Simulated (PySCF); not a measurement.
(2S)-2-fluorobutane (C4H9F), SMILES CC[C@H](C)F. Geometry optimised at PBE0-D3(BJ)/def2-SVP. The values are those of a single conformer.

Computed equilibrium geometry at PBE0-D3(BJ)/def2-SVP (PySCF confirms it by a frequency run) as bond lengths and angles (one conformer of several):
Atoms: C1 C2 C3 C4 F5 H6 H7 H8 H9 H10 H11 H12 H13 H14. Bonded distances (Å): C1–C2 1.520, C1–H6 1.100, C1–H7 1.101, C1–H8 1.102, C2–C3 1.518, C2–H9 1.102, C2–H10 1.104, C3–C4 1.511, C3–F5 1.385, C3–H11 1.107, C4–H12 1.100, C4–H13 1.099, C4–H14 1.101. Angles (°): C2–C1–H6 110.9, C2–C1–H7 112.1, C2–C1–H8 111.4, H6–C1–H7 107.2, H6–C1–H8 107.4, H7–C1–H8 107.6, C1–C2–C3 114.2, C1–C2–H9 110.1, C1–C2–H10 110.6, C3–C2–H9 107.1, C3–C2–H10 108.1, H9–C2–H10 106.3, C2–C3–C4 114.8, C2–C3–F5 107.9, C2–C3–H11 109.2, C4–C3–F5 108.2, C4–C3–H11 109.6, F5–C3–H11 106.8, C3–C4–H12 111.2, C3–C4–H13 110.1, C3–C4–H14 110.4, H12–C4–H13 108.2, H12–C4–H14 108.5, H13–C4–H14 108.4.
